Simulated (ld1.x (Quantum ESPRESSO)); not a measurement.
fluorine (F): excitation energies, all-electron against TM semilocal

| Item | Value |
| --- | --- |
| Element | F |
| Generator | ld1.x (Quantum ESPRESSO) 7.5 |
| Type | norm-conserving Troullier–Martins (semilocal form) |
| Functional | LDA (PZ) |
| Relativity | scalar-relativistic |
| Frozen core | [He] |
| Valence charge | 7 |
| Reference configuration | 2s2 2p5 |
| Partial waves | 2s (bound): rc 0.85 bohr; 2p (bound): rc 1.45 bohr; 3d channel at 0.05 Ry: rc 1.25 bohr |
| Local potential | the d channel |
| Core correction | Bessel-smoothed model core inside 0.50 bohr |

Energies are relative to the spin-unpolarised reference configuration 2s2 2p5; without spin polarisation the order of configurations can differ from experiment. Spin-polarised rows fill each open shell by Hund’s rule, majority spin first.

Question: Give the all-electron excitation energy and the error of the potential for: 2s2 2p4; 2s2 2p3; 2s2 2p2; 2s2 2p4.5; 2s2 2p5.3; 2s1 2p5; 2s2 2p1; 2s2 2p5 (spin-polarised); 2s2 2p4 (spin-polarised).

Answer:

```json
{"valence configuration": "2s2 2p4", "charge": "+1", "ΔE all-electron (eV)": "19.555", "error AE − PS (meV)": "-3.9"}
{"valence configuration": "2s2 2p3", "charge": "+2", "ΔE all-electron (eV)": "58.067", "error AE − PS (meV)": "+119"}
{"valence configuration": "2s2 2p2", "charge": "+3", "ΔE all-electron (eV)": "118.799", "error AE − PS (meV)": "+761"}
{"valence configuration": "2s2 2p4.5", "charge": "+0.5", "ΔE all-electron (eV)": "7.630", "error AE − PS (meV)": "-3.5"}
{"valence configuration": "2s2 2p5.3", "charge": "-0.3", "ΔE all-electron (eV)": "-2.726", "error AE − PS (meV)": "-1.2"}
{"valence configuration": "2s1 2p5", "charge": "+1", "ΔE all-electron (eV)": "38.211", "error AE − PS (meV)": "-90"}
{"valence configuration": "2s2 2p1", "charge": "+4", "ΔE all-electron (eV)": "204.666", "error AE − PS (meV)": "+2571"}
{"valence configuration": "2s2 2p5 (spin-polarised)", "charge": "0", "ΔE all-electron (eV)": "-0.379", "error AE − PS (meV)": "+3.8"}
{"valence configuration": "2s2 2p4 (spin-polarised)", "charge": "+1", "ΔE all-electron (eV)": "17.723", "error AE − PS (meV)": "+4.2"}
```

Levels in the configuration 2s2 2p1:

```json
{"level": "2s", "all-electron (eV)": "-116.190", "pseudo (eV)": "-115.399"}
{"level": "2p", "all-electron (eV)": "-99.334", "pseudo (eV)": "-96.663"}
```
